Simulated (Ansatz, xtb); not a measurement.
**Relative energy of two structures of ClGaH6Si2**

We compare a, a singlet given by its coordinates, with b, `[SiH3][SiH2][GaH][Cl]`, a singlet. Both are isolated molecules in the gas phase, relaxed with BLYP-D3(BJ)/def2-SVP; the shapes shown needn't be the lowest conformers.

a (Å):

```yaml
atoms:
  - { symbol: Cl, position_ang: [-1.4309, -0.4024, 2.8044] }
  - { symbol: Ga, position_ang: [-0.3269, -2.3113, 0.9796] }
  - { symbol: Si, position_ang: [-0.8506, 1.1200, 1.3594] }
  - { symbol: Si, position_ang: [0.0997, -0.2619, -0.3054] }
  - { symbol: H, position_ang: [-2.1181, 1.8510, 1.0332] }
  - { symbol: H, position_ang: [0.0602, 2.0436, 2.1109] }
  - { symbol: H, position_ang: [1.5277, 0.1554, -0.5245] }
  - { symbol: H, position_ang: [-0.6549, -0.0601, -1.5904] }
  - { symbol: H, position_ang: [-1.6532, -3.1260, 0.6952] }
  - { symbol: H, position_ang: [0.8167, -2.8683, 1.9208] }
```

Close contacts (Å): Cl1–Ga2 2.86, Cl1–Si3 2.18, Ga2–Si4 2.46, Si3–Si4 2.36, Ga2–H9 1.58, Ga2–H10 1.58, Si3–H5 1.50, Si3–H6 1.50, Si4–H7 1.50, Si4–H8 1.50.

b (Å):

```yaml
atoms:
  - { symbol: Cl, position_ang: [4.0630, 0.3329, -0.4447] }
  - { symbol: Ga, position_ang: [4.0208, -1.7428, -1.1959] }
  - { symbol: Si, position_ang: [0.3522, -0.5309, -1.5821] }
  - { symbol: Si, position_ang: [1.7804, -2.3876, -1.8823] }
  - { symbol: H, position_ang: [0.8448, 0.6128, -2.4167] }
  - { symbol: H, position_ang: [0.3525, -0.1337, -0.1368] }
  - { symbol: H, position_ang: [-1.0518, -0.8685, -1.9964] }
  - { symbol: H, position_ang: [1.8050, -2.8321, -3.3205] }
  - { symbol: H, position_ang: [1.3275, -3.5611, -1.0548] }
  - { symbol: H, position_ang: [5.4428, -2.4369, -1.1560] }
```

Question: Estimate E(b) − E(a) at the level CCSD(T)/def2-SVP + ΔMP2/def2-TZVPP.

Answer: Calculated at CCSD(T)/def2-SVP + ΔMP2/def2-TZVPP: E(b) − E(a) = −8.9 kcal/mol, so structure b lies lower.

The same difference at several levels:

```tsv
level	geometry	E(b) − E(a) (kcal/mol)	departure from the last row (kcal/mol)	job, with rough time for the two
BLYP-D3(BJ)/def2-SVP	BLYP-D3(BJ)/def2-SVP	−10.1	−1.1	optimisation, 67 s
HF/def2-SVP	BLYP-D3(BJ)/def2-SVP	−13.2	−4.3	part of the CCSD(T) run
MP2/def2-SVP	BLYP-D3(BJ)/def2-SVP	−10.3	−1.3	part of the CCSD(T) run
CCSD(T)/def2-SVP	BLYP-D3(BJ)/def2-SVP	−10.5	−1.5	single point
CCSD(T)/def2-SVP + ΔMP2/def2-TZVPP	BLYP-D3(BJ)/def2-SVP	−8.9		single point, 25 s
```

None of the levels shown reverses the order. The largest departure from CCSD(T)/def2-SVP + ΔMP2/def2-TZVPP is that of HF/def2-SVP, 4.3 kcal/mol. Levels run at GFN2-xTB geometries aren't shown. The last row adds to CCSD(T) the change of the MP2 difference between the two basis sets, here +1.5 kcal/mol.

With harmonic frequencies from BLYP-D3(BJ)/def2-SVP (ideal gas, rigid rotor, one conformer each, 298.15 K, 1 atm): on the last row, ΔE + ΔZPE = −8.7 kcal/mol. A mode under 50 cm⁻¹ makes harmonic enthalpies and free energies unreliable, so none is given.

The correlated steps freeze 24 core orbitals; the filled d shell of Ga is correlated, in a basis made for valence electrons. Run with Ansatz 0.2.0; the last row on 2 threads of Intel(R) Xeon(R) 6975P-C (Granite Rapids) on a shared host.
